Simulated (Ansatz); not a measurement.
Mulliken charges of CH$_{3}$BClFO, SMILES `COB(F)Cl` from PBE/def2-TZVPP in Ansatz (PBE0-D4/def2-TZVP geometry).

```
atom   x (Å)   y (Å)   z (Å)  charge (e)
  C1   0.662  -0.415   0.805      -0.097
  O2  -0.122  -0.655  -0.348      -0.202
  B3  -0.782   0.265  -1.051       0.358
  F4  -1.467  -0.130  -2.109      -0.182
 Cl5  -0.802   1.986  -0.659      -0.175
  H6   1.701  -0.659   0.576       0.110
  H7   0.309  -1.073   1.600       0.111
  H8   0.594   0.624   1.130       0.076
```

Task: By hand: the dipole of these point charges (1 e Å = 4.8032 D).

Result: Σ q r = (0.354, -0.201, 0.442) e Å, of length 0.601 e Å = 2.89 D.

Task: How does the dipole of the full density compare? (Estimate.)

Result: The calculation gave: (0.288, -0.062, 0.387) e Å, 2.34 D; the point charges give 1.24 times that, at 12° from its direction.

Point charges leave out the atoms' own dipoles, such as those of lone pairs, and Mulliken's split depends on the basis, so the two needn't agree.
